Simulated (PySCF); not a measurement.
BF3 (SMILES FB(F)F), singlet, geometry from GFN2-xTB; CCSD(T)/cc-pVDZ run with PySCF.

Here is a job for PySCF.
```python
from pyscf import gto, scf, cc

mol = gto.Mole()
mol.atom = '''
    B    -0.00000000    0.00000000   -0.00000000
    F    -0.00659779    1.30036204   -0.00088081
    F     1.12944220   -0.64446528    0.00325160
    F    -1.12284440   -0.65589676   -0.00237079
'''
mol.basis = 'cc-pvdz'
mol.verbose = 5
mol.build()

mf = scf.RHF(mol)
mf.kernel()

mycc = cc.CCSD(mf)
mycc.kernel()
et = mycc.ccsd_t()
print('E(CCSD(T)) = %.10f' % (mycc.e_tot + et))
mf.analyze()
```

Question: What does PySCF print? Leave out banner, timings and long lists.

Answer: 
```
PySCF version 2.14.0

[INPUT] verbose = 5
[INPUT] max_memory = 4000
[INPUT] num. atoms = 4
[INPUT] num. electrons = 32
[INPUT] charge = 0
[INPUT] spin (= nelec alpha-beta = 2S) = 0
[INPUT] symmetry False subgroup None
[INPUT] Mole.unit = angstrom
[INPUT] Symbol           X                Y                Z      unit          X                Y                Z       unit  Magmom
[...]
[INPUT] ---------------- BASIS SET ----------------
[INPUT] l, kappa, [nprim/nctr], expnt,             c_1 c_2 ...
[INPUT] F
[...]
                                2207              0.005553 -0.001308
                                502.8             0.028267 -0.006495
                                142.6             0.106444 -0.026691
                                46.47             0.286814 -0.07369
                                16.7              0.448641 -0.170776
                                6.356             0.264761 -0.112327
                                1.316             0.015333 0.562814
[...]
                                4.977             0.235718
                                1.347             0.508521
[...]
[INPUT] B
[...]
                                685.9             0.005353 -0.001097
                                156.5             0.027134 -0.005444
                                44.47             0.10138 -0.021916
                                14.48             0.272055 -0.059751
                                5.131             0.448403 -0.138732
                                1.898             0.290123 -0.131482
                                0.3329            0.014322 0.539526
[...]
                                1.241             0.198072
                                0.3364            0.50523
[...]
nuclear repulsion = 112.029202290504
number of shells = 20
number of NR pGTOs = 104
number of NR cGTOs = 56
basis = cc-pvdz
ecp = {}

******** <class 'pyscf.scf.hf.RHF'> ********
method = RHF
initial guess = minao
damping factor = 0
level_shift factor = 0
DIIS = <class 'pyscf.scf.diis.CDIIS'>
diis_start_cycle = 1
diis_space = 8
diis_damp = 0
SCF conv_tol = 1e-09
SCF conv_tol_grad = None
SCF max_cycles = 50
direct_scf = True
direct_scf_tol = 1e-13
Set gradient conv threshold to 3.16228e-05
Initial guess from minao.
E1 = -671.4135565052947  E2 = 235.74158442307038  Ecoul = 269.6626726365666  Exc = -33.921088213496205
init E= -323.64276979172
cond(S) = 111.82599357029282
[...]
  mo_energy =
[-26.5082555  -26.50741291 -26.50741291  -7.71004179  -1.99590561
  -1.7739401   -1.77394009  -0.93215885  -0.81553739  -0.81553739
  -0.7747044   -0.69151221  -0.69151221  -0.68362672  -0.68362672
  -0.63819204   0.11988078   0.13753574   0.28769394   0.28769394
   0.43327435   0.59890654   0.6688224    0.66882241   1.01168655
   1.01168655   1.0505681    1.21261151   1.21261151   1.42752851
   1.42752851   1.44849251   1.47235616   1.47235616   1.53855634
   1.59001735   1.75875815   1.75875815   2.38309218   2.38309218
   2.55710025   3.79149258   3.81734865   3.81734865   3.82634972
   3.82945727   3.82945727   3.91272804   3.9448615    4.15326927
   4.15326927   4.318731     4.318731     4.46085394   4.46085395
   4.51454962]
E1 = -674.6564851065889  E2 = 239.51463958176777  Ecoul = 274.13402519560105  Exc = -34.61938561383329
cycle= 1 E= -323.112643234317  delta_E= 0.53  |g|= 0.682  |ddm|= 1.86
[...]
  mo_energy =
[-26.19183104 -26.19183104 -26.19179771  -7.96424463  -1.67579789
  -1.621777    -1.62177699  -0.83903874  -0.78910304  -0.78910304
  -0.74588222  -0.66287636  -0.66287636  -0.65392394  -0.65392394
  -0.61501575   0.15405623   0.20008223   0.31600835   0.31600835
   0.35475304   0.61774467   0.65072654   0.65072655   0.95809783
   0.95809783   1.02484673   1.212649     1.212649     1.52200544
   1.52200544   1.53985843   1.55813772   1.55813772   1.63998129
   1.68061611   1.83935152   1.83935152   2.46754522   2.46754522
   2.64941425   3.92112796   3.95272109   3.95272109   3.96374289
[...]
converged SCF energy = -323.200945664624
E(CCSD) = -323.8508193282559  E_corr = -0.6498736636317839
E(CCSD(T)) = -323.8616146807
Total Energy =                        -323.200945664624101
[...]
1 F 3py         -0.00005   0.09814   0.09641  -0.02471  -0.03121
1 F 3pz         -0.06812   0.00002  -0.00015  -0.00016   0.00016
1 F 3dxy        -0.00169  -0.25357   0.26572   0.52071  -0.40757
1 F 3dyz         0.63195  -0.00007   0.00122   0.00113  -0.00124
1 F 3dz^2       -0.00144   0.24588   0.24238  -0.01361  -0.01760
1 F 3dxz        -0.16495   0.00016  -0.00020  -0.00089  -0.00040
1 F 3dx2-y2     -0.00001   0.42097   0.40975  -0.23981  -0.29915
2 F 1s           0.00000   0.00021  -0.00006  -0.00001   0.00003
2 F 2s          -0.00000  -0.00110   0.00030   0.00023  -0.00056
2 F 3s           0.00000   0.17414  -0.04800   0.02249  -0.05488
2 F 2px          0.00000   0.00635  -0.00170   0.00350   0.00213
2 F 2py         -0.00000  -0.00359   0.00108   0.00671   0.00235
2 F 2pz         -0.00075   0.00002  -0.00000   0.00000   0.00000
2 F 3px         -0.00002  -0.12134   0.00944  -0.05425   0.01513
2 F 3py          0.00000   0.05495  -0.05722  -0.06461  -0.04780
2 F 3pz          0.00605  -0.00034   0.00006  -0.00009   0.00007
2 F 3dxy         0.00059  -0.43793   0.31453   0.18614   0.43297
2 F 3dyz        -0.29864  -0.00123   0.00104   0.00085   0.00113
2 F 3dz^2       -0.00067  -0.33284   0.09174  -0.00843   0.02058
2 F 3dxz        -0.23514   0.00266  -0.00004   0.00141  -0.00029
2 F 3dx2-y2      0.00079   0.37216   0.22539   0.60074   0.03542
3 F 1s           0.00000  -0.00006   0.00021   0.00003  -0.00000
3 F 2s          -0.00000   0.00029  -0.00110  -0.00060   0.00008
3 F 3s           0.00000  -0.04550   0.17481  -0.05877   0.00796
3 F 2px          0.00002   0.00160  -0.00633  -0.00119  -0.00400
3 F 2py         -0.00001   0.00104  -0.00367   0.00058   0.00704
3 F 2pz         -0.00771   0.00000  -0.00001  -0.00000  -0.00001
3 F 3px         -0.00016  -0.00713   0.12089  -0.02798   0.04945
3 F 3py          0.00004  -0.05650   0.05700  -0.03029  -0.07406
3 F 3pz          0.06207   0.00002   0.00026  -0.00005   0.00017
3 F 3dxy         0.00014  -0.30348   0.44978  -0.37451  -0.27704
3 F 3dyz         0.10587  -0.00050   0.00098  -0.00098  -0.00030
3 F 3dz^2        0.00250   0.08697  -0.33412   0.02204  -0.00298
3 F 3dxz         0.60586   0.00042   0.00205  -0.00012   0.00169
3 F 3dx2-y2     -0.00158   0.23691   0.35984  -0.10928   0.59607
               #56
0 B 1s           0.00047
0 B 2s          -0.00244
0 B 3s          -0.17121
0 B 2px         -0.00000
0 B 2py         -0.00000
0 B 2pz         -0.00000
0 B 3px          0.00000
0 B 3py          0.00000
0 B 3pz          0.00000
0 B 3dxy         0.00000
0 B 3dyz        -0.00012
0 B 3dz^2       -0.10841
0 B 3dxz         0.00047
0 B 3dx2-y2     -0.00000
1 F 1s          -0.00022
1 F 2s           0.00437
1 F 3s          -0.17724
1 F 2px          0.00005
1 F 2py         -0.00912
1 F 2pz          0.00001
1 F 3px         -0.00055
1 F 3py          0.10855
1 F 3pz         -0.00007
1 F 3dxy         0.00403
1 F 3dyz         0.00067
1 F 3dz^2        0.34426
1 F 3dxz        -0.00050
1 F 3dx2-y2      0.39725
2 F 1s          -0.00022
2 F 2s           0.00437
2 F 3s          -0.17724
2 F 2px         -0.00792
2 F 2py          0.00452
2 F 2pz         -0.00002
2 F 3px          0.09428
2 F 3py         -0.05380
2 F 3pz          0.00027
2 F 3dxy         0.34201
2 F 3dyz         0.00112
2 F 3dz^2        0.34426
2 F 3dxz        -0.00222
2 F 3dx2-y2     -0.20212
3 F 1s          -0.00022
3 F 2s           0.00437
3 F 3s          -0.17724
3 F 2px          0.00787
3 F 2py          0.00460
3 F 2pz          0.00002
3 F 3px         -0.09373
3 F 3py         -0.05475
3 F 3pz         -0.00020
3 F 3dxy        -0.34605
3 F 3dyz        -0.00060
3 F 3dz^2        0.34426
3 F 3dxz        -0.00175
3 F 3dx2-y2     -0.19513
 ** Mulliken pop on meta-lowdin orthogonal AOs  **
 ** Mulliken pop  **
 ** Mulliken atomic charges  **
charge of    0B =      0.95184
charge of    1F =     -0.31728
charge of    2F =     -0.31728
charge of    3F =     -0.31728
Dipole moment(X, Y, Z, Debye): -0.00000, -0.00000, -0.00000
```
